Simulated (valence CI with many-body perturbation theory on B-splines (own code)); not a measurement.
Forbidden lines of Sb XVIII

Computed by valence CI with perturbative core correlation (CI+MBPT): six valence electrons over a frozen Dirac-Fock core [Ar] 3d10, radial functions for each j: 9 s, 9 p, 8 d, 6 f, 3 g, 1 h, with the one-electron correlation potential Σ1 (screened to all orders), the two-electron term Σ2, the three-electron term Σ3, Breit, model QED; selected single and double excitations, second order for the rest, scaled by the run's own slope (own B-spline code, finite nucleus).

No measured spectrum was set against this ion. As an estimate, levels hold to about 250 cm⁻¹ or 0.2 % of their energy and the worst to 1 %, as in measured heavy ions of charge 2 to 7; those with d or f electrons hold less well. Among the levels kept, up to 1100 cm⁻¹ of a level comes from second order outside the variational space, and about a tenth of that is noise between levels of different J, which matters for small intervals.

Lines 1 to 40 of 40 in falling wavelength, among levels below 814910 cm⁻¹, chosen from the decays that carry over 1 % of a level's rate. Wavelengths and rates use the calculated energies, so an error of 1000 cm⁻¹ moves a line at 370.1 nm by 3.7 % and its rate by three times that or more. Electric multipoles are in the length gauge, E1 and E2 with the static RPA response of the core. Weak lines are less certain than strong ones. Lines between different terms over intervals too small for the method are left out, as are lines whose strength nearly cancels. The highest levels of a list are the least certain. Branching is blank where the lifetime is uncertain.

Names give the largest LS component (configuration and term), which can be under half, so a name can repeat, a term be missing and a line seem to break the LS rules; names also repeat where a configuration has a term twice. Letters in brackets count levels of one name in rising energy.

```tsv
λ vac (nm)	Upper	Lower	Type	A (s⁻¹)	Branch %
725.6	4s2.4p3.4d 5D°_4	4s2.4p3.4d 5D°_3	M1	4.43e+01	9.1
450.8	4s2.4p3.4d 3F°_4 [a]	4s2.4p3.4d 3F°_3 [a]	M1	9.38e+01	
381.2	4s2.4p3.4d 3G°_5	4s2.4p3.4d 3G°_4	M1	2.28e+02	
370.1	4s2.4p3.4d 1G°_4	4s2.4p3.4d 3D°_3 [a]	M1	5.51e+01	
296.0	4s2.4p3.4d 1G°_4	4s2.4p3.4d 3F°_3 [a]	M1	1.18e+02	
294.5	4s2.4p4 3P_0	4s2.4p4 3P_2	E2	1.19e+00	100.0
290.0	4s2.4p3.4d 3G°_4	4s2.4p3.4d 3G°_3	M1	6.11e+02	9.5
228.5	4s2.4p3.4d 3F°_4 [a]	4s2.4p3.4d 3G°_3	M1	9.34e+01	
203.5	4s2.4p3.4d 3F°_4 [b]	4s2.4p3.4d 3F°_3 [b]	M1	1.22e+03	4.2
201.9	4s2.4p4 3P_1	4s2.4p4 3P_0	M1	1.18e+03	10.2
180.6	4s2.4p3.4d 1G°_4	4s2.4p3.4d 3G°_3	M1	2.83e+02	
128.7	4s2.4p3.4d 3G°_4	4s2.4p3.4d 5D°_4	M1	5.54e+03	86.2
119.8	4s2.4p4 3P_1	4s2.4p4 3P_2	M1	1.03e+04	89.5
114.9	4s2.4p3.4d 3F°_4 [a]	4s2.4p3.4d 5D°_4	M1	9.62e+02	
106.1	4s2.4p3.4d 3F°_4 [b]	4s2.4p3.4d 3G°_5	M1	3.39e+03	11.5
101.4	4s2.4p3.4d 1G°_4	4s2.4p3.4d 5D°_4	M1	7.53e+02	
100.4	4s2.4p3.4d 3F°_4 [b]	4s2.4p3.4d 1G°_4	M1	1.31e+03	4.5
99.23	4s2.4p3.4d 3F°_4 [a]	4s2.4p3.4d 5D°_3	M1	1.82e+03	
96.19	4s2.4p3.4d 3G°_5	4s2.4p3.4d 5D°_4	M1	1.58e+03	
96.19	4s2.4p3.4d 3G°_5	4s2.4p3.4d 5D°_4	E2	3.76e+01	
95.48	4s2.4p4 1D_2	4s2.4p4 3P_2	M1	7.86e+03	98.3
95.48	4s2.4p4 1D_2	4s2.4p4 3P_2	E2	1.00e+02	1.3
89.93	4s2.4p3.4d 3F°_4 [b]	4s2.4p3.4d 3F°_4 [a]	M1	1.99e+03	6.8
88.98	4s2.4p3.4d 1G°_4	4s2.4p3.4d 5D°_3	M1	1.34e+02	
85.53	4s2.4p3.4d 1G°_4	4s2.4p3.4d 5D°_2 [a]	E2	3.00e+01	
83.01	4s2.4p3.4d 3F°_4 [b]	4s2.4p3.4d 3G°_4	M1	1.33e+04	45.1
81.09	4s2.4p4 1S_0	4s2.4p4 3P_1	M1	4.67e+04	99.0
78.98	4s2.4p3.4d 3F°_4 [b]	4s2.4p3.4d 3D°_3 [a]	M1	2.38e+03	8.1
74.98	4s2.4p3.4d 3F°_4 [b]	4s2.4p3.4d 3F°_3 [a]	M1	1.85e+03	6.3
64.54	4s2.4p3.4d 3F°_4 [b]	4s2.4p3.4d 3G°_3	M1	6.98e+02	2.4
63.17	4s2.4p3.4d 5D°_4	4s.4p5 3P°_2	E2	1.81e+01	3.7
50.46	4s2.4p3.4d 3F°_4 [b]	4s2.4p3.4d 5D°_4	M1	1.50e+03	5.1
42.37	4s2.4p3.4d 3G°_4	4s.4p5 3P°_2	E2	6.81e+01	1.1
38.92	4s2.4p3.4d 1G°_4	4s.4p5 3P°_2	E2	3.61e+01	
28.05	4s2.4p3.4d 3F°_4 [b]	4s.4p5 3P°_2	E2	1.15e+03	3.9
17.31	4s2.4p3.4d 3G°_4	4s2.4p4 1D_2	M2	1.38e+02	2.2
17.03	4s2.4p3.4d 3F°_4 [a]	4s2.4p4 1D_2	M2	9.29e+01	
16.70	4s2.4p3.4d 1G°_4	4s2.4p4 1D_2	M2	3.91e+02	
16.53	4s2.4p3.4d 5D°_4	4s2.4p4 3P_2	M2	4.21e+02	86.7
14.22	4s2.4p3.4d 1G°_4	4s2.4p4 3P_2	M2	3.32e+01
```
